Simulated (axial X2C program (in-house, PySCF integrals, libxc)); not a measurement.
**What spin–orbit coupling does to CrB**

All values were computed with an axial X2C code built on PySCF integrals. Spin-free means the one-electron spin-free X2C Hamiltonian; two-component (2c) means X2C with spin–orbit coupling and atomic mean-field two-electron Coulomb and Gaunt terms, so the difference of the two also holds small scalar two-electron terms. Basis: Cr dyall-cv3z [9s10p6d3f2g], B dyall-v3z [7s6p2d1f] (cores contracted in-house); Gaussian nuclei, density fitting, unrestricted open shells. Masses: Cr 51.941 u, B 11.009 u.

Spin-free state: M_S = 5/2, Λ = 0 (beyond evenly filled blocks: σα, π+α, π-α, δ+α, δ-α); fragments Cr + B.

```csv
level,Re (Å),ωe (cm⁻¹),De (eV),μ (D)
PBE0,2.165,423.3,1.383,-2.33
CCSD,2.212,385.5,0.952,n/a
CCSD(T),2.162,441.2,1.170,n/a
PW91,2.099,455.4,1.975,-2.45
```

Correlated methods: 9 electrons correlated (number of frozen shells: Cr 3 s, 2 p; B 1 s), 241 virtual spin orbitals or spinors in MP2, 89 natural virtuals in coupled cluster.

Dipoles are positive if B is the positive end.

Two-component determinant lowest at the distance of the search:

Ω = 5/2 (⟨Sz⟩ = 2.50, ⟨Lz⟩ = 0.00 at HF); fragments Cr + B.

| level | Re (Å) | ωe (cm⁻¹) | De (eV) | μ (D) |
| --- | --- | --- | --- | --- |
| PBE0 | 2.166 | 422.8 | 1.380 | -2.33 |
| CCSD | 2.214 | 384.8 | 0.949 | n/a |
| CCSD(T) | 2.163 | 440.3 | 1.166 | n/a |
| PW91 | 2.100 | 454.9 | 1.972 | -2.45 |

(1) From the two tables, how do the constants change at the CCSD(T) level (2c against spin-free)?

The state is a single determinant with fixed occupations, the lowest that a limited PBE0 search found. De is counted from the lowest determinant-based energies of the atoms at the same level, without counterpoise correction. Density functionals use the spin component along the axis (collinear). Coupled cluster ran in a truncated set of natural virtual spinors; the MP2 energy of the rest was added. (T) has no such correction and the atoms are truncated less, which lowers De at CCSD(T) by a hundredth of an eV or more. The 2c atoms are single determinants rather than J levels; their spin–orbit lowering is only partly caught, and De is too large by that part. This holds for PBE0, PW91. Other states lie close and PBE0, whose exact exchange favours high spin, may order them wrongly; the determinant shown need not be the ground state. The nearest other spin-free determinant of the search, M_S = 7/2, Λ = 1, lies 0.09 eV up at the distance of the search. The functionals have no current-density term, which raises determinants with orbital currents, atoms included. With several unpaired electrons one determinant need not be a pure state. This is the top spin component of a Σ state; components of lower Ω are not single determinants and can lie lower. The determinant is spin-polarised beyond a pure state at some levels (its spin-free form has ⟨S²⟩ too high), which makes Re and μ there less reliable. The T1 diagnostic is large, a sign of multireference character.

## Answers

(1) At the CCSD(T) level Re increases by 0.001 Å and ωe goes down by 0.9 cm⁻¹; De changes by -0.004 eV.
